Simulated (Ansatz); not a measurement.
`[CH3][Zr]([CH3])([Cl])[Cl]` + HCl → `[CH3][Zr]([Cl])([Cl])[Cl]` + CH₄ at 400 K and 1 bar (ligand exchange at a Zr–C bond).

Program: Ansatz. Geometries: PBE0-D4/def2-TZVP. ΔE: electronic, gas phase. CCSD(T)/CBS adds triple-zeta CCSD(T) − MP2 to the extrapolated MP2 energy (def2 sets, frozen cores). This one scheme is used for every species. Elements past krypton have def2 core potentials. For Zr outer-core shells are correlated without core-valence functions, which leaves a few kJ/mol of doubt a bond.

| species | CCSD(T)/CBS energy (Eh) | H − E (kJ/mol) | S (J/(mol·K)) |
| --- | --- | --- | --- |
| `[CH3][Zr]([CH3])([Cl])[Cl]` | -1046.41730 | 228.1 | 470.7 |
| HCl | -460.38127 | 29.6 | 195.4 |
| `[CH3][Zr]([Cl])([Cl])[Cl]` | -1466.41816 | 137.3 | 430.7 |
| CH₄ | -40.46206 | 131.3 | 197.2 |

H − E and S are ideal-gas, rigid-rotor, harmonic terms from PBE0-D4/def2-TZVP. 1 Eh = 2625.50 kJ/mol, R = 8.31446 J/(mol·K).

By hand: ΔE, ΔH, ΔS and ΔG.

ΔE = (-1466.41816) + (-40.46206) − (-1046.41730) − (-460.38127) = -0.08165 Eh = -214.4 kJ/mol. Δ(H − E) = 137.3 + 131.3 − 228.1 − 29.6 = 10.9, so ΔH = -203.5 kJ/mol. ΔS = 430.7 + 197.2 − 470.7 − 195.4 = -38.2 J/(mol·K). ΔG = -203.5 − 400 × (-38.2)/1000 = -188.2 kJ/mol.

By hand: the equilibrium constant, and the temperature at which ΔG would vanish if ΔH and ΔS stayed fixed.

log₁₀ K = −ΔG/(RT ln 10) = 24.6. ΔG = 0 at ΔH/ΔS = 5327 K, far beyond where these terms or the molecules hold.

ΔH outweighs TΔS. A doubt of 5 kJ/mol in ΔE shifts log₁₀ K by 0.7 here. Modes under 60 cm⁻¹, often nearly free rotors, make the harmonic entropy too high. These are equilibria of isolated gas molecules and say nothing of rates. Largest T1 diagnostic: 0.015 (customary marks: 0.02 for closed shells, 0.045 for open ones).
